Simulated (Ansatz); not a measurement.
Total energies of C2H6BFO2.

Z-matrix (Å, degrees):
```
B
O 1 1.492
C 1 1.609 2 91.3
H 1 1.212 2 115.5 3 112.8
H 1 1.208 2 112.8 3 -112.2
H 2 0.959 1 109.1 3 -97.2
F 3 1.304 1 120.2 2 -75.5
O 3 1.274 1 125.5 2 90.1
C 8 1.445 3 121.0 1 -160.5
H 9 1.088 8 110.0 3 -62.5
H 9 1.085 8 105.0 3 178.3
H 9 1.089 8 109.6 3 59.2
```

The species carries charge 0 and has multiplicity 1. The bonds changed during the relaxation, so this is another structure than the one it started from. The structure was optimised at the PBE0-D4/def2-TZVP level. It is one conformer, not always the lowest. Basis def2-TZVPP, Ansatz.

RPA on PBE orbitals: Hartree–Fock energy of these orbitals -353.10471 Eh, correlation -1.85922 Eh (frozen core).

| functional | energy without D4 (Eh) | D4 term (kJ/mol) |
| --- | --- | --- |
| LDA (SPW92) | -352.35416 | – |
| PBE | -354.68203 | -19.4 |
| revPBE | -354.96736 | -67.9 |
| BLYP | -354.99998 | -43.5 |
| r2SCAN | -354.90245 | -5.0 |
| B97M-V | -355.00876 | – |
| PBE0 | -354.69091 | -16.2 |
| B3LYP | -355.09063 | -30.8 |
| r2SCANh | -354.88151 | -5.2 |
| r2SCAN0 | -354.85197 | -5.7 |
| HSE06 (plane-wave form) | -354.67397 | -14.9 |
| BHLYP | -354.90277 | -21.0 |
| CAM-B3LYP | -354.95053 | -16.1 |
| LC-ωPBE | -354.86499 | – |
| ωB97X-V | -354.96628 | – |
| ωB97M-V | -354.95810 | – |
| B2PLYP | -354.83051 | – |
| PBE-QIDH | -354.63996 | – |

B3LYP takes the VWN-RPA correlation (the form of Gaussian; ORCA's B3LYP/G). HSE06 is the plane-wave form, built on full-range PBE exchange. The double hybrids freeze the cores in their second-order part.

LC-ωPBE has ω = 0.4 bohr⁻¹.
